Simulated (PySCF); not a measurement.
C3H8N (SMILES C[CH]NC), doublet, geometry from GFN2-xTB; CASSCF(5,7)/6-31G run with PySCF.

Input for PySCF:
```python
from pyscf import gto, scf, mcscf
import numpy

mol = gto.M(
    atom='''
C     1.341791    0.824817    0.333674
C     0.803040   -0.325119   -0.438862
N    -0.579912   -0.483520   -0.584170
C    -1.456909   -0.138659    0.507845
H     1.044644    0.774975    1.383040
H     2.427855    0.811949    0.287835
H     1.000158    1.793817   -0.055895
H     1.365356   -0.683104   -1.285854
H    -0.819063   -1.366454   -1.017383
H    -1.278509   -0.736502    1.412678
H    -2.488411   -0.288548    0.190895
H    -1.320175    0.912274    0.757929
''',
    basis='6-31g',
    charge=0,
    spin=1,
    verbose=4,
)

mf = scf.ROHF(mol)
mf.kernel()
mc = mcscf.CASSCF(mf, 7, 5)
mc.fix_spin_(ss=0.75)
mc = mc.newton()
mc.kernel()
occ = numpy.linalg.eigvalsh(mc.fcisolver.make_rdm1(mc.ci, mc.ncas, mc.nelecas))[::-1]
ss = mc.fcisolver.spin_square(mc.ci, mc.ncas, mc.nelecas)[0]
print('natural occupations', occ.round(4), ' <S^2>', round(ss, 4))
```

What the program printed (banner, timings and long lists left out):

```
PySCF version 2.14.0

[INPUT] verbose = 4
[INPUT] num. atoms = 12
[INPUT] num. electrons = 33
[INPUT] charge = 0
[INPUT] spin (= nelec alpha-beta = 2S) = 1
[INPUT] symmetry False subgroup None
[INPUT] Mole.unit = angstrom
[INPUT] Symbol           X                Y                Z      unit          X                Y                Z       unit  Magmom
[INPUT]  1 C      1.341791000000   0.824817000000   0.333674000000 AA    2.535617506406   1.558678232885   0.630552474888 Bohr   0.0
[INPUT]  2 C      0.803040000000  -0.325119000000  -0.438862000000 AA    1.517525667071  -0.614385867892  -0.829328986479 Bohr   0.0
[INPUT]  3 N     -0.579912000000  -0.483520000000  -0.584170000000 AA   -1.095874856349  -0.913720375750  -1.103921310187 Bohr   0.0
[INPUT]  4 C     -1.456909000000  -0.138659000000   0.507845000000 AA   -2.753158998414  -0.262027534706   0.959687963730 Bohr   0.0
[INPUT]  5 H      1.044644000000   0.774975000000   1.383040000000 AA    1.974091057670   1.464490503385   2.613566819318 Bohr   0.0
[INPUT]  6 H      2.427855000000   0.811949000000   0.287835000000 AA    4.587981020156   1.534361237114   0.543929319064 Bohr   0.0
[INPUT]  7 H      1.000158000000   1.793817000000  -0.055895000000 AA    1.890024701293   3.389822847589  -0.105626241733 Bohr   0.0
[INPUT]  8 H      1.365356000000  -0.683104000000  -1.285854000000 AA    2.580148902532  -1.290879474595  -2.429911896176 Bohr   0.0
[INPUT]  9 H     -0.819063000000  -1.366454000000  -1.017383000000 AA   -1.547804748765  -2.582223821816  -1.922575233788 Bohr   0.0
[INPUT] 10 H     -1.278509000000  -0.736502000000   1.412678000000 AA   -2.416031857792  -1.391787070194   2.669574522198 Bohr   0.0
[INPUT] 11 H     -2.488411000000  -0.288548000000   0.190895000000 AA   -4.702415275355  -0.545276693791   0.360739268549 Bohr   0.0
[INPUT] 12 H     -1.320175000000   0.912274000000   0.757929000000 AA   -2.494769186498   1.723948010561   1.432278231865 Bohr   0.0

nuclear repulsion = 127.462563922623
number of shells = 36
number of NR pGTOs = 120
number of NR cGTOs = 52
basis = 6-31g
ecp = {}

******** <class 'pyscf.scf.rohf.ROHF'> ********
method = ROHF
initial guess = minao
damping factor = 0
level_shift factor = 0
DIIS = <class 'pyscf.scf.diis.CDIIS'>
diis_start_cycle = 1
diis_space = 8
diis_damp = 0
SCF conv_tol = 1e-09
SCF conv_tol_grad = None
SCF max_cycles = 50
direct_scf = True
direct_scf_tol = 1e-13
num. doubly occ = 16  num. singly occ = 1
Set gradient conv threshold to 3.16228e-05
init E= -173.194513962786
  HOMO = -0.0234144585244074  LUMO = 0.157187918313623  gap/eV = 4.91444
cycle= 1 E= -172.533359408588  delta_E= 0.661  |g|= 0.287  |ddm|= 2.14
  HOMO = -0.0471685631424563  LUMO = 0.211226565151128  gap/eV = 7.03129
cycle= 2 E= -172.5725985772  delta_E= -0.0392  |g|= 0.0983  |ddm|= 0.449
  HOMO = -0.0320289567318397  LUMO = 0.230866987836479  gap/eV = 7.15376
cycle= 3 E= -172.576361256706  delta_E= -0.00376  |g|= 0.0354  |ddm|= 0.122
  HOMO = -0.034974434841532  LUMO = 0.229671991335008  gap/eV = 7.20140
cycle= 4 E= -172.577187632192  delta_E= -0.000826  |g|= 0.0144  |ddm|= 0.0537
  HOMO = -0.0375538959801756  LUMO = 0.229831700595728  gap/eV = 7.27593
cycle= 5 E= -172.577310163996  delta_E= -0.000123  |g|= 0.0048  |ddm|= 0.0239
  HOMO = -0.0376358557013374  LUMO = 0.230147192095355  gap/eV = 7.28675
cycle= 6 E= -172.577346463975  delta_E= -3.63e-05  |g|= 0.00161  |ddm|= 0.0171
  HOMO = -0.038098524131394  LUMO = 0.230184475256925  gap/eV = 7.30035
cycle= 7 E= -172.577348576129  delta_E= -2.11e-06  |g|= 0.000186  |ddm|= 0.00516
  HOMO = -0.0380375456543101  LUMO = 0.230184220574208  gap/eV = 7.29869
cycle= 8 E= -172.577348595222  delta_E= -1.91e-08  |g|= 6.79e-05  |ddm|= 0.00042
  HOMO = -0.0380698043779322  LUMO = 0.230181988216518  gap/eV = 7.29950
cycle= 9 E= -172.577348597309  delta_E= -2.09e-09  |g|= 1.68e-05  |ddm|= 0.000116
  HOMO = -0.0380645417677721  LUMO = 0.23018184170899  gap/eV = 7.29936
cycle= 10 E= -172.577348597533  delta_E= -2.24e-10  |g|= 3.54e-06  |ddm|= 4.49e-05
  HOMO = -0.0380649669436355  LUMO = 0.23018179191491  gap/eV = 7.29937
Extra cycle  E= -172.577348597544  delta_E= -1.03e-11  |g|= 1.65e-06  |ddm|= 8.43e-06
converged SCF energy = -172.577348597544

******** <class 'pyscf.mcscf.newton_casscf.CASSCF'> ********
CAS (3e+2e, 7o), ncore = 14, nvir = 31
max_cycle_macro = 50
max_cycle_micro = 10
conv_tol = 1e-07
conv_tol_grad = None
orbital rotation max_stepsize = 0.03
augmented hessian ah_max_cycle = 30
augmented hessian ah_conv_tol = 1e-12
augmented hessian ah_linear dependence = 1e-14
augmented hessian ah_level shift = 1e-08
augmented hessian ah_start_tol = 500
augmented hessian ah_start_cycle = 3
augmented hessian ah_grad_trust_region = 3
kf_trust_region = 3
kf_interval = 5
natorb = False
canonicalization = True
internal_rotation = False
******** <class 'pyscf.fci.addons.SpinPenaltyFCISolver'> ********
max. cycles = 50
conv_tol = 1e-08
davidson only = True
linear dependence = 1e-12
level shift = 0.001
max iter space = 12
nroots = 1
pspace_size = 400
spin = None

WARN: SO-CASSCF (Second order CASSCF) is an experimental feature. Its performance is bad for large systems.

CASCI E = -172.577919369853  dE = -172.57792  S^2 = 0.7500000
Set conv_tol_grad to 0.000316228
macro 1 (7 JK  4 micro), CASSCF E = -172.578614376475  dE = -0.000695  |grad|=0.00303  S^2 = 0.7500000
macro 2 (10 JK  6 micro), CASSCF E = -172.583338051747  dE = -0.004724  |grad|=0.0153  S^2 = 0.7500000
macro 3 (17 JK  12 micro), CASSCF E = -172.596572815257  dE = -0.01323  |grad|=0.0693  S^2 = 0.7500000
macro 4 (10 JK  6 micro), CASSCF E = -172.602974689368  dE = -0.006402  |grad|=0.0261  S^2 = 0.7500000
macro 5 (19 JK  14 micro), CASSCF E = -172.609759868155  dE = -0.006785  |grad|=0.117  S^2 = 0.7500000
macro 6 (11 JK  7 micro), CASSCF E = -172.612523046014  dE = -0.002763  |grad|=0.0174  S^2 = 0.7500000
macro 7 (10 JK  6 micro), CASSCF E = -172.614989869999  dE = -0.002467  |grad|=0.0123  S^2 = 0.7500000
macro 8 (18 JK  13 micro), CASSCF E = -172.617646642697  dE = -0.002657  |grad|=0.0118  S^2 = 0.7500000
macro 9 (10 JK  6 micro), CASSCF E = -172.620036535859  dE = -0.00239  |grad|=0.00955  S^2 = 0.7500000
macro 10 (8 JK  4 micro), CASSCF E = -172.621002516831  dE = -0.000966  |grad|=0.00323  S^2 = 0.7500000
macro 11 (16 JK  10 micro), CASSCF E = -172.621054828413  dE = -5.231e-05  |grad|=8.12e-05  S^2 = 0.7500000
macro 12 (7 JK  3 micro), CASSCF E = -172.621054939006  dE = -1.106e-07  |grad|=4.11e-05  S^2 = 0.7500000
macro 13 (1 JK  0 micro), CASSCF E = -172.621054939008  dE = -2.331e-12  |grad|=2.36e-05  S^2 = 0.7500000
newton CASSCF converged in 13 macro (29 KF 115 Hx) steps
CASSCF canonicalization
Density matrix diagonal elements [1.97731764 1.98134749 0.99674663 0.00987337 0.01218021 0.0087954
 0.01373926]
CASSCF energy = -172.621054939008
CASCI E = -172.621054939008  E(CI) = -6.95565505341446  S^2 = 0.7500000
natural occupations [1.9815 1.9773 0.9968 0.0193 0.0185 0.0035 0.0031]  <S^2> 0.75
```
